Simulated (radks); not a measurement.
Coulomb parameter of the 3d shell of the scandium ion Sc+ in the model configuration [Ar] 3d0.5 4s1.5, as a second difference U = [E(n + 0.25) + E(n - 0.25) - 2 E(n)] / (0.25)^2 with all orbitals relaxed. "Bare": the charge of the atom changes with n. "Screened": the 4s shell takes up the change at fixed total charge, which measures U(3d,3d) + U(4s,4s) - 2 U(3d,4s). All-electron calculation, Dirac Kohn-Sham, PBE, spin-unpolarised, spherical densities, finite nucleus; open shells are shared between the two j in proportion to 2j + 1; Fermi nuclear charge, rms radius 3.5459 fm. Program: a radial shooting solver on a logarithmic mesh with Libxc functionals.

case                 configuration  E - E(n) (eV)
start             [Ar] 3d0.5 4s1.5          0.000
bare +0.25       [Ar] 3d0.75 4s1.5         -2.621
bare -0.25       [Ar] 3d0.25 4s1.5          3.370
screened +0.25  [Ar] 3d0.75 4s1.25         -0.281
screened -0.25  [Ar] 3d0.25 4s1.75          0.446

U(bare) = 11.981 eV, U(screened by 4s) = 2.651 eV.
